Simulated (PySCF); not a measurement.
Species: C6H7N2 (doublet state).
Cartesian coordinates in Å at the GFN2-xTB level; atoms count from 1:
```xyz
15
C6H7N2 angstrom
H      2.2638    0.4949   -1.8886
N      1.2593    0.3619   -1.9847
C      0.6369    0.1282   -0.9248
C      1.1049    0.0149    0.5170
C     -0.2042   -0.3221    1.2555
C     -0.6029   -1.6419    0.6517
N     -0.9382   -1.5548   -0.5370
C     -0.8546   -0.1149   -0.8838
C     -1.2120    0.5428    0.4651
H      1.5015    0.9746    0.8550
H      1.8789   -0.7434    0.6410
H     -0.1831   -0.2357    2.3366
H     -1.4102    0.1364   -1.7803
H     -2.2466    0.3571    0.7496
H     -0.9979    1.6100    0.5057
```

The hyperfine couplings belong to this conformer and change with its torsions.

As a line formula: `[H]/N=C1\C[C@@H]2[C]=N[C@H]1C2` [radical].

Level of theory: UKS B3LYP, pcH-1 on C H N, non-relativistic, mean-field spin-orbit, GIAO in PySCF 2.14.0. Isolated species at its GFN2-xTB geometry, gas phase. The geometry wasn't refined by DFT: couplings that depend on bond lengths, twists or pyramidal angles can differ widely from those at the functional's own minimum. The SCF solution wasn't tested for stability.

Principal values of hyperfine tensors in MHz (contact and dipolar terms together), for some of the nuclei:

```tsv
atom	isotope	A1	A2	A3
C6	13C	453.75	466.68	617.81
C5	13C	91.19	92.67	134.18
N7	14N	88.48	96.07	108.99
H13	1H	-14.10	-10.50	0.71
C3	13C	-9.79	-7.73	-6.33
H12	1H	-14.54	-11.28	7.85
H10	1H	3.66	4.23	8.98
N2	14N	1.08	1.37	3.90
```

(1) Give the isotropic coupling of each nucleus in MHz and in mT (g = 2.0020), and the anisotropic part.

(2) What spin density at the nucleus of C5 lies behind its contact coupling (g_N = 1.40482)?

(3) C8 (13C, g_N = 1.40482) isn't in the table. Its spin density at the nucleus is 0.07651 bohr⁻³. What is its contact coupling?

(4) Name the largest traceless tensor T of the table and describe it.

(5) In a single crystal, with the field along each principal axis of the tensor of C5 in turn, what first-order splitting does this nucleus give (isotropic g, quadrupole terms neglected)?

Answers

(1) a_iso = (A1 + A2 + A3)/3, Ti = Ai − a_iso; 1 mT corresponds to 28.021 MHz.

| atom | a_iso (MHz) | a_iso (mT) | T1 | T2 | T3 |
| --- | --- | --- | --- | --- | --- |
| C6 | 512.75 | 18.299 | -59.00 | -46.07 | 105.07 |
| C5 | 106.02 | 3.783 | -14.82 | -13.34 | 28.17 |
| N7 | 97.85 | 3.492 | -9.36 | -1.78 | 11.14 |
| H13 | -7.97 | -0.284 | -6.13 | -2.54 | 8.67 |
| C3 | -7.95 | -0.284 | -1.84 | 0.22 | 1.62 |
| H12 | -5.99 | -0.214 | -8.55 | -5.29 | 13.84 |
| H10 | 5.62 | 0.201 | -1.96 | -1.40 | 3.35 |
| N2 | 2.12 | 0.076 | -1.04 | -0.75 | 1.78 |

(2) a_FC = 800.24 MHz bohr³ × g_N × ρ(0)/(2S). With a_FC = 106.02 MHz and 2S = 1, ρ(0) = 0.0943 bohr⁻³.

(3) By the same relation, a_FC = 86.0 MHz. Its full tensor has the principal values 73.96, 75.33, 108.74 MHz.

(4) C6: -59.0, -46.1, 105.1 MHz, rhombic: the two smaller values differ by 12 % of the largest.

(5) 2 lines (I = 1/2), spaced by |A_i|/(g × 13.996): 3.25, 3.31, 4.79 mT along the axes of A1, A2 and A3.
